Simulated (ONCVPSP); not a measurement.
How hard is this Yb (Z = 70) ONCV potential?

```
Element                 : ytterbium
Generator               : ONCVPSP 4.0.1
Type                    : optimised norm-conserving Vanderbilt (ONCV)
Functional              : LDA (Perdew-Wang 92)
Relativity              : scalar-relativistic
Frozen core             : [Kr] 4d10 4f13
Valence charge          : 11
Reference configuration : 5s2 5p6 5d1 6s2
Partial waves           : 5s+6s: rc 1.60 bohr, ncon 4, nbas 8, qcut 6.6 1/bohr, 3 projectors, debl 1.8 Ha; 5p: rc 1.75 bohr, ncon 3, nbas 6, qcut 9.7 1/bohr, 2 projectors, debl 1.1 Ha; 5d: rc 3.30 bohr, ncon 3, nbas 8, qcut 5.3 1/bohr, 1 projector
Local potential         : polynomial inside 1.05 bohr (lpopt 5, dvloc0 1 Ha)
Core correction         : Teter function, fcfact 5.5, rcfact 1.05
```

In the p channel the program set the typed energies aside and used -1.145, 0.250 Ha.

**Question.** For each optimised wave give the share of its norm inside rc, the residual kinetic energy above qcut (Ha) and the cutoffs (Ha) for errors of 10, 1, 0.1 and 0.01 mHa per electron.

**Answer.**

```
         wave  norm inside rc  residual KE  10 mHa  1 mHa  0.1 mHa  0.01 mHa
           5s           0.855      9.4e-05    14.4   18.2     22.5      65.0
           6s           0.039      2.8e-05    10.8   16.1     19.8      29.2
s projector 3           0.073      1.8e-04    14.4   18.9     23.4      41.6
           5p           0.778      5.6e-08    17.1   23.9     28.8      32.9
p projector 2           0.090      8.6e-09    12.8   22.2     28.4      33.5
           5d           0.701      4.2e-09     5.8    7.9      9.5      10.8
```

The occupied waves need 24 Ha and 29 Ha for 1 and 0.1 mHa. Note: no bound ghost flagged; GHOST(+) flagged for s at 127.6 eV, p at 241.4 eV. 1 of 4 tests not solved or not reliable.
